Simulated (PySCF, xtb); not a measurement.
dimethyl diselenide (C2H6Se2), SMILES [Se](C)[Se]C. Other conformers were not sampled.

Harmonic wavenumbers (cm⁻¹) from GFN2-xTB run with xtb 6.7.1 at its own minimum, in rising order: 64, 93, 106, 154, 162, 270, 542, 544, 856, 860, 868, 874, 1277, 1278, 1429, 1430, 1433, 1434, 3012, 3015, 3024, 3028, 3037, 3042.

**Question.** What does r2SCAN-D4/def2-SVP (PySCF) give at its own minimum? (An estimate is asked for; the answer gives what the named calculation found.)

**Answer.** 81, 123, 133, 168, 183, 290, 579, 580, 893, 898, 900, 908, 1271, 1278, 1423, 1427, 1439, 1443, 3046, 3047, 3168, 3168, 3188, 3188. Paired by order, the mean absolute difference is 42 cm⁻¹ and the zero-point energies are 45.5 and 46.9 kcal/mol.
